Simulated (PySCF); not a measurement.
**Working out the ionisation energy of Te²⁺**

Te²⁺ [Kr] 4d10 5s2 5p2 (3P) → Te³⁺ [Kr] 4d10 5s2 5p1 (2P). Computed with PySCF 2.14 in x2c-TZVPPall with one added diffuse shell each of s, p, d, f type (9s7p5d3f, 76 functions), with the spin-free X2C one-electron Hamiltonian (Gaussian nucleus). Frozen: [Kr] 4d10. Energies in hartree (1 hartree = 27.21139 eV):

```csv
part,Te²⁺ (lower),Te³⁺ (upper)
UHF,-6789.896092,-6788.905985
CCSD correlation,-0.057900,-0.045666
(T),-0.001134,-0.000499
```

**Question.** What does Hartree-Fock give?

**Answer.** (-6788.905985) − (-6789.896092) = 0.990107 hartree = 26.942 eV.

**Question.** What do CCSD and CCSD(T) give?

**Answer.** The CCSD correlation energies differ by 0.012234 hartree = 0.333 eV and the triples by 0.000635 hartree = 0.017 eV, so CCSD gives 27.275 eV and CCSD(T) 27.292 eV.

Reference: 27.84 ± 0.04 eV (measured; NIST Atomic Spectra Database, ionization energies), between the lowest levels; spin-orbit coupling is absent from the calculation.

What remains against the reference includes basis incompleteness, the frozen core and higher excitations.
